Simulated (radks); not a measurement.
Values are calculated unless marked as measured or tabulated.
Removal energies from the osmium ion Os9+, [Kr] 4d10 4f14 5s2 5p5, by Delta-SCF beside the eigenvalue of the level emptied. Code: a radial shooting solver on a logarithmic mesh with Libxc functionals. Model: scalar-relativistic Kohn-Sham, LDA (Slater exchange, Perdew-Wang correlation), spin-polarised, spherical densities, finite nucleus; Fermi nuclear charge, rms radius of each element as measured or else 0.836 A^(1/3) + 0.57 fm. Open shells are filled with parallel spins first.

removed from     final configuration  Delta-SCF (eV)  -eigenvalue (eV)
5p            [Kr] 4d10 4f14 5s2 5p4          192.04            182.25
4f            [Kr] 4d10 4f13 5s2 5p5          209.06            192.90
5s            [Kr] 4d10 4f14 5s1 5p5          237.40            226.61
4d             [Kr] 4d9 4f14 5s2 5p5          430.85            414.15
